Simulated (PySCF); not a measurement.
CaF, charge +1.

```xyz
2

Ca     0.0000     0.0000    -0.5852
F      0.0000     0.0000     1.3005
```
Charge +1, spin multiplicity 1.

Geometry: B3LYP-D3(BJ)/def2-TZVPD. The spin state was assumed, not searched.

Calculation: HF/pcSseg-2 in PySCF. Non-relativistic, no solvent.

Computed absolute GIAO shielding of each atom: isotropic value and principal components (ppm):
| atom | σ(iso) | σ11 | σ22 | σ33 | span |
|---|---|---|---|---|---|
| Ca1 | 1327.7 | 1281.9 | 1281.9 | 1419.2 | 137.3 |
| F2 | 115.8 | -69.5 | -69.5 | 486.3 | 555.7 |
